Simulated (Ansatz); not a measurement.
Reaction (substitution at a C–Si bond): `C[Si](O)(O)Br` + `[OH][GeH3]` → `C[O][GeH3]` + `O[SiH](O)Br`

Calculated with Ansatz (gas phase, PBE0-D4/def2-TZVP geometries, no zero-point term in ΔE). CCSD(T)/CBS adds triple-zeta CCSD(T) − MP2 to the extrapolated MP2 energy (def2 sets, frozen cores). DFT in def2-TZVPP. B3LYP here is the variant with VWN-RPA as its local correlation; programs differ in this. HSE06 is defined as in plane-wave codes. For Br, Ge outer-core shells are correlated without core-valence functions, which leaves a few kJ/mol of doubt a bond. Scalar relativity is left out up to krypton. Each species was taken in one conformer, which may not be the lowest.

Task: Is it downhill or uphill in electronic energy at CCSD(T)/CBS, and by how much? (Best estimate.)

Result: Computed: Uphill: ΔE = +26.7 kcal/mol.

Task: What do these levels give: revPBE-D4, B3LYP-D4, BHLYP-D4, B2PLYP, r2SCAN0, HSE06, LC-ωPBE, CCSD/def2-SVP, CCSD(T)/def2-SVP, HF/def2-TZVPP, MP2/def2-TZVPP, SCS-MP2/def2-QZVPP? (Best estimate.)

Result: Ansatz gave: revPBE-D4 25.9, B3LYP-D4 25.1, BHLYP-D4 25.3, B2PLYP 25.3, r2SCAN0 27.0, HSE06 26.1, LC-ωPBE 26.7, CCSD/def2-SVP 21.7, CCSD(T)/def2-SVP 21.7, HF/def2-TZVPP 22.9, MP2/def2-TZVPP 27.5, SCS-MP2/def2-QZVPP 26.0 kcal/mol.

Largest T1 diagnostic among the species: 0.011.

From PBE to PBE0 (25 % exact exchange), in def2-TZVPP and without D4, ΔE moves by +0.7 kcal/mol. The D4 term adds +0.9 kcal/mol with B3LYP and +0.5 kcal/mol with PBE0; it sums over pairs of atoms, weighted by their polarisabilities, and B3LYP, whose exchange is more repulsive, gets the larger term. Leaving LDA and LC-ωPBE aside and taking each functional with its dispersion term where it has one, the values, not all of them listed here, spread over 2.7 kcal/mol, from BLYP-D4 to r2SCAN0-D4. LDA lies +0.8 kcal/mol from PBE without D4.
